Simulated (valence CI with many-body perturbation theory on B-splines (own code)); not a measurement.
**Fe13+: calculated level list**

Level of theory: relativistic CI+MBPT: three valence electrons over a frozen Dirac-Fock core [Ne], radial functions for each j: 11 s, 11 p, 9 d, 7 f, 5 g, 2 h, 1 i, with the one-electron correlation potential Σ1, the two-electron term Σ2, the three-electron term Σ3, Breit, model QED; selected CI, second order for the rest (own B-spline code, finite nucleus).

No measured spectrum was set against this ion. As an estimate, levels of excited configurations hold to 0.05 to 0.15 % of their energy, terms of the ground configuration to about 0.5 %.

Levels 1 to 45 of 66, with energies above the lowest level, 3s²3p ²P°_1/2. "Leading %" is the weight of the configuration and term that name the level; weights of strongly mixed levels are sums over their largest components and can fall short. In the jj column 3d3/2^4 stands for four electrons in 3d with j = 3/2. Lifetimes count E1, E2, E3, M1 and M2 decay at the calculated energies, and are blank where another channel may lead or the interval is too uncertain; long ones can be off by a factor of two.

```csv
No.,Configuration,Term,J,E (eV),Leading %,Lifetime,g,Leading jj
1,3s²3p,²P°,1/2,0.00,97,,0.665,3s^2 3p1/2 (97 %)
2,3s²3p,²P°,3/2,2.34,97,16.5 ms,1.333,3s^2 3p3/2 (97 %)
3,3s3p²,⁴P,1/2,27.90,98,27.4 ns,2.661,3s 3p1/2^2 (54 %)
4,3s3p²,⁴P,3/2,28.85,99,144 ns,1.732,3s 3p1/2 3p3/2 (91 %)
5,3s3p²,⁴P,5/2,30.04,97,36.7 ns,1.592,3s 3p3/2^2 (52 %)
6,3s3p²,²D,3/2,37.11,86,400 ps,0.804,3s 3p1/2 3p3/2 (63 %)
7,3s3p²,²D,5/2,37.38,86,512 ps,1.208,3s 3p1/2 3p3/2 (45 %)
8,3s3p²,²S,1/2,45.25,76,52.8 ps,1.714,3s 3p1/2^2 (42 %)
9,3s3p²,²P,1/2,48.20,75,29.4 ps,0.961,3s 3p1/2 3p3/2 (48 %)
10,3s3p²,²P,3/2,49.20,96,24.8 ps,1.329,3s 3p3/2^2 (60 %)
11,3s²3d,²D,3/2,58.67,86,23.2 ps,0.799,3s^2 3d3/2 (86 %)
12,3s²3d,²D,5/2,58.92,86,25.5 ps,1.200,3s^2 3d5/2 (86 %)
13,3p³,²D°,3/2,71.47,64,195 ps,0.861,3p1/2^2 3p3/2 (41 %)
14,3p³,²D°,5/2,71.94,69,246 ps,1.199,3p1/2 3p3/2^2 (69 %)
15,3p³,⁴S°,3/2,73.05,92,29.7 ps,1.930,3p1/2 3p3/2^2 (69 %)
16,3s3p3d,⁴F°,3/2,79.56,97,1.73 ns,0.422,3s 3p1/2 3d3/2 (79 %)
17,3p³,²P°,1/2,79.66,80,61.9 ps,0.665,3p1/2 3p3/2^2 (80 %)
18,3s3p3d,⁴F°,5/2,80.06,98,2.95 ns,1.031,3s 3p1/2 3d3/2 (39 %)
19,3p³,²P°,3/2,80.10,71,63.9 ps,1.322,3p3/2^3 (58 %)
20,3s3p3d,⁴F°,7/2,80.80,99,3.27 ns,1.239,3s 3p1/2 3d5/2 (42 %)
21,3s3p3d,⁴F°,9/2,81.83,100,,1.333,3s 3p3/2 3d5/2 (100 %)
22,3s3p3d,⁴P°,5/2,85.57,66,35.0 ps,1.513,3s 3p1/2 3d5/2 (86 %)
23,3s3p3d,⁴D°,3/2,85.86,59,28.6 ps,1.398,3s 3p1/2 3d3/2 (43 %)
24,3s3p3d,⁴D°,1/2,86.04,87,24.7 ps,0.324,3s 3p1/2 3d3/2 (62 %)
25,3s3p3d,⁴D°,7/2,87.19,98,25.1 ps,1.426,3s 3p3/2 3d5/2 (69 %)
26,3s3p3d,⁴P°,1/2,87.24,88,36.1 ps,2.345,3s 3p3/2 3d3/2 (96 %)
27,3s3p3d,⁴D°,5/2,87.28,70,27.2 ps,1.427,3s 3p3/2 3d3/2 (59 %)
28,3s3p3d,⁴P°,3/2,87.29,60,31.4 ps,1.515,3s 3p3/2 3d3/2 (84 %)
29,3s3p3d,²D°,3/2,88.93,78,28.4 ps,0.816,3s 3p3/2 3d5/2 (34 %)
30,3s3p3d,²D°,5/2,89.01,74,29.4 ps,1.222,3s 3p3/2 3d5/2 (59 %)
31,3s3p3d,²F°,5/2,92.37,97,58.2 ps,0.863,3s 3p1/2 3d5/2 (47 %)
32,3s3p3d,²F°,7/2,94.22,99,54.6 ps,1.142,3s 3p3/2 3d5/2 (65 %)
33,3s3p3d,²P°,3/2,100.10,77,19.5 ps,1.298,3s 3p1/2 3d3/2 (36 %)
34,3s3p3d,²P°,1/2,101.10,87,21.9 ps,0.665,3s 3p3/2 3d5/2 (72 %)
35,3s3p3d,²F°,7/2,101.39,97,19.6 ps,1.143,3s 3p3/2 3d5/2 (42 %)
36,3s3p3d,²F°,5/2,101.76,97,19.0 ps,0.859,3s 3p3/2 3d3/2 (67 %)
37,3s3p3d,²P°,1/2,104.10,91,16.0 ps,0.664,3s 3p3/2 3d3/2 (65 %)
38,3s3p3d,²P°,3/2,104.27,48,15.1 ps,1.067,3s 3p3/2 3d5/2 (49 %)
39,3s3p3d,²P°,3/2,104.63,52,14.3 ps,1.099,3s 3p3/2 3d3/2 (39 %)
40,3s3p3d,²D°,5/2,104.73,84,12.9 ps,1.196,3s 3p3/2 3d5/2 (58 %)
41,3p²3d,²F,5/2,119.12,86,170 ps,0.863,3p1/2 3p3/2 3d3/2 (57 %)
42,3p²3d,⁴F,3/2,119.80,95,62.6 ps,0.432,3p1/2^2 3d3/2 (50 %)
43,3p²3d,²F,7/2,119.96,80,141 ps,1.154,3p1/2 3p3/2 3d5/2 (33 %)
44,3p²3d,⁴F,5/2,120.38,93,62.0 ps,1.044,3p1/2 3p3/2 3d3/2 (52 %)
45,3p²3d,⁴F,7/2,121.16,91,61.6 ps,1.244,3p1/2 3p3/2 3d5/2 (72 %)
```

Names give the largest LS component (configuration and term), which can be under half, so a name can repeat, a term be missing and a line seem to break the LS rules; names also repeat where a configuration has a term twice.

Where two levels of one J and parity lie close, their mixing, g and order are uncertain.

The ionisation energy to 3s² ¹S0 of the next ion comes out as 392.17 eV (NIST: 392.2 ± 0.7 eV (semi-empirical)). All 66 levels together are meant to be complete up to 138.98 eV.
